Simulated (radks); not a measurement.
Spherical quantum dot in the effective-mass picture: electrons in a well V = -V0 / (1 + exp((r - R)/a)) with V0 = 44.3, R = 1.34, a = 0.069, with a point charge +1 (a donor) at the centre, all in effective atomic units (hartree* = m*/eps^2 hartree, bohr* = eps/m* bohr), one dielectric constant everywhere. Calculated with a radial shooting solver with Libxc functionals: non-relativistic Kohn-Sham, LDA (Slater exchange, Perdew-Wang correlation), spin-polarised, spherical densities. Levels are named by radial order and angular momentum (1s, 1p, 1d, 2s, ...), and open shells are averaged over m.

N = 23, configuration 1s2 1p6 1d10 2s2 1f(up 3, down 0). This is the lowest configuration that the search found. Occupied and some empty levels:

level    occupation  eigenvalue (hartree*)  <r> (bohr*)
1s up             1                -20.254       0.7954
1s down           1                -20.170       0.7923
1p up             3                -18.236       0.8990
1p down           3                -18.134       0.8978
1d up             5                -15.428       0.9612
1d down           5                -15.317       0.9607
2s up             1                -13.187       0.6680
2s down           1                -13.135       0.6696
1f up             3                -11.890        1.009
1f down           0                -11.775        1.009
2p up             0                -8.0892       0.7803
2p down           0                -8.0287       0.7804
1g up             0                -7.6940        1.048
1g down           0                -7.5777        1.048
2d up             0                -2.8667       0.8650
2d down           0                -2.7970       0.8648

Energy (hartree*): total -618.218, kinetic 149.60, external -1003.5, Hartree 261.01, exchange-correlation -25.352.
